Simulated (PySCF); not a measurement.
From one molecule to another.

First species: W(NEt)Cl4, C₂H₅Cl₄NW (singlet state).
Bonds: W1–N2, W1–Cl10, W1–Cl11, W1–Cl12, W1–Cl13, N2–C3, C3–C4. Hydrogens: H5, H6 on C3; H7, H8, H9 on C4.

Second species: C9H8O.
SMILES: `CC#Cc1cccc(O)c1`

Levels: CAM-B3LYP/def2-SVPD for dipole moment, HOMO energy, LUMO energy, HOMO–LUMO gap and static isotropic polarisability; TDDFT CAM-B3LYP/def2-SVPD for lowest singlet excitation; PBE0-D3(BJ)/def2-SVP for rotational constant A and rotational constant C. Geometries: PBE0-D3(BJ)/def2-SVP. Each species is one conformer at its optimised geometry, gas phase (atoms past krypton carry core potentials, spin–orbit coupling is left out); the electronic structure was computed with PySCF and density fitting.

Dipoles, sizes and rotational constants follow the conformer. The torsions of the flexible species, by atom-mapped SMILES:
- `[CH3:1][C:2]#[C:3][c:4]1[cH:5][cH:6][cH:7][c:8]([OH:9])[cH:10]1`: H–O9–C8–C7 180°

Values for the first species:

| Item | Value |
| --- | --- |
| Dipole moment | 4.55 D |
| HOMO energy | -9.73 eV |
| LUMO energy | -3.39 eV |
| HOMO–LUMO gap | 6.34 eV |
| Lowest singlet excitation | 3.03 eV |
| Static isotropic polarisability | 139.0 au |
| Rotational constant A | 0.746 GHz |
| Rotational constant C | 0.596 GHz |

(1) Estimate the same properties for the second species, and the change in each.

Results:

(1) 
```json
{"property": "dipole moment", "first": "4.55 D", "second": "1.78 D", "second less first": "-2.77 D"}
{"property": "HOMO energy", "first": "-9.73 eV", "second": "-7.57 eV", "second less first": "+2.16 eV"}
{"property": "LUMO energy", "first": "-3.39 eV", "second": "0.15 eV", "second less first": "+3.54 eV"}
{"property": "HOMO–LUMO gap", "first": "6.34 eV", "second": "7.72 eV", "second less first": "+1.38 eV"}
{"property": "lowest singlet excitation", "first": "3.03 eV", "second": "4.84 eV", "second less first": "+1.81 eV"}
{"property": "static isotropic polarisability", "first": "139.0 au", "second": "115.7 au", "second less first": "-23.3 au"}
{"property": "rotational constant A", "first": "0.746 GHz", "second": "3.186 GHz", "second less first": "+2.440 GHz"}
{"property": "rotational constant C", "first": "0.596 GHz", "second": "0.564 GHz", "second less first": "-0.032 GHz"}
```

On the first: The 10 singlets span 3.03 to 4.76 eV, and their oscillator strengths add up to 0.15. In atomic units the dipole is 1.79 e·bohr (1 au = 2.5417 D). Atoms past krypton carry effective core potentials; spin–orbit coupling is left out.

On the second: S1 lies 2.88 eV below the HOMO–LUMO gap; its leading configuration is HOMO→LUMO, weight 0.59. The polarisability is 17.14 Å³ as a volume (1 au = 0.148185 Å³), or 1.65 au for each of the 70 electrons.
